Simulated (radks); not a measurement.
Initial-state core-level shifts of the iodine ion I+ when its valence configuration changes from [Kr] 4d10 5s2 5p4. Method: scalar-relativistic Kohn-Sham, PBE, spin-polarised, spherical densities, finite nucleus; open shells are filled with parallel spins first (spin-orbit coupling, left out, can overturn this in heavy ions); Fermi nuclear charge, rms radius 4.75 fm; computed with a radial shooting solver on a logarithmic mesh with Libxc functionals. Shifts are changes of the shell-averaged eigenvalues in eV (positive: less bound); the change of the density at the nucleus, which sets a Mossbauer isomer shift, is in e/bohr^3, on a base of 2.57e+05.

| valence | 1s | 2s | 3s | 3p | density at nucleus |
|---|---|---|---|---|---|
| 4d9.5 5s2 5p4.5 | -4.800 | -5.085 | -4.819 | -4.820 | +13.45 |
| 4d8 5s2 5p6 | -19.434 | -20.655 | -19.466 | -19.470 | +55.58 |
| 4d9.5 5s1.5 5p5 | -5.504 | -5.781 | -5.526 | -5.526 | -25.37 |
| 4d9 5s2 5p5 | -9.637 | -10.220 | -9.668 | -9.670 | +27.21 |
| 4d10 5s1 5p5 | -1.437 | -1.420 | -1.442 | -1.440 | -75.02 |
| 4d8.5 5s2 5p5.5 | -14.514 | -15.410 | -14.550 | -14.553 | +41.25 |
| 4d10 5s1.5 5p4.5 | -0.721 | -0.713 | -0.724 | -0.723 | -37.35 |
| 4d10 5p6 | -2.897 | -2.862 | -2.902 | -2.900 | -152.34 |
| 4d9.5 5s1 5p5.5 | -6.202 | -6.473 | -6.228 | -6.228 | -64.50 |
